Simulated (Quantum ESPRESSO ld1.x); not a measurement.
Task: The erbium ion Er3+, configuration [Xe] 4f10 7s1 (not the ground configuration). Method: Dirac Kohn-Sham, PBE, spin-unpolarised, spherical densities, point nucleus; open shells fill j = l - 1/2 first; computed with ld1.x of Quantum ESPRESSO 7.5. Some entries of the table are withheld. Estimate them.

orbital,occ.,eigenvalue (eV),r(max) (bohr)
1s1/2,2,-57356.6,0.01285
2s1/2,2,-9670.87,0.07341
2p1/2,2,-9212.48,(1)
2p3/2,4,-8295.67,(2)
3s1/2,2,-2206.21,0.2074
3p1/2,2,-2005.30,0.1950
3p3/2,4,-1812.79,0.2080
3d3/2,4,(3),0.1643
3d5/2,6,(4),0.1679
4s1/2,2,-474.935,0.4739
4p1/2,2,-394.590,0.4761
4p3/2,4,-350.979,0.5035
4d3/2,4,-218.713,0.5058
4d5/2,6,-210.734,0.5146
5s1/2,2,-93.1986,1.092
5p1/2,2,-70.0718,1.178
5p3/2,4,-63.6715,1.253
4f5/2,6,-50.6960,0.4988
4f7/2,4,-49.4686,0.5037
7s1/2,1,-14.1952,5.295

Result: 
(1) 2p1/2 r(max) (bohr): 0.05513
(2) 2p3/2 r(max) (bohr): 0.06135
(3) 3d3/2 eigenvalue (eV): -1469.53
(4) 3d5/2 eigenvalue (eV): -1427.48
